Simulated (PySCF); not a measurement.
## Two-component Hartree-Fock for I⁴⁶⁺ (iodine, charge +46)

Start: [He] 2s2 2p3; 2p1/2 filled at m_j = -1/2, +1/2; 2p3/2 filled at m_j = +3/2. Calculated with PySCF 2.14 in an even-tempered Gaussian basis (17 s from 25 bohr⁻², ratio 2.4; 12 p from 33 bohr⁻², ratio 2.4; 5 d from 110 bohr⁻², ratio 2.6; 4 f from 170 bohr⁻², ratio 2.6): generalised Hartree-Fock with the X2C-1e Hamiltonian and a Gaussian nucleus; one run each with spin-orbit coupling (SO) switched off, then screened by Boettger's factors.

| spinor shell | electrons | ε, spin-free (eV) | ε, screened SO (eV) | weight of nominal j (screened SO) | rms radius, screened SO (bohr) |
| --- | --- | --- | --- | --- | --- |
| 1s1/2 | 2 | -37193.0 | -37177.1 | 1.000 | 0.0310 |
| 2s1/2 | 2 | -8570.5 | -8565.7 | 1.000 | 0.122 |
| 2p1/2 | 2 | -8182.5 | -8369.2 | 0.998 | 0.104 |
| 2p3/2 | 1 | -8182.5 | -8052.8 | 1.000 | 0.109 |

```json
{"quantity": "E (hartree)", "spin-free": "-4498.55453", "screened SO": "-4509.63603"}
{"quantity": "M_J", "spin-free": "3/2", "screened SO": "3/2"}
{"quantity": "⟨J²⟩", "spin-free": "3.750", "screened SO": "3.750"}
{"quantity": "⟨L²⟩", "spin-free": "0.000", "screened SO": "2.437"}
{"quantity": "⟨S²⟩", "spin-free": "3.750", "screened SO": "1.540"}
```

Each row is a mean over spinors that exchange with the open shell spreads, by up to 49.871 eV (2s1/2).

Breit and QED terms are absent; they matter most for the inner s and p1/2 levels.

Densities and radii are taken from the X2C orbitals without a picture-change correction, which distorts them close to the nucleus.

Without spin-orbit coupling the j labels of p, d and f shells carry no meaning; the spin-free column gives the mean over the occupied spinors of each nl shell.
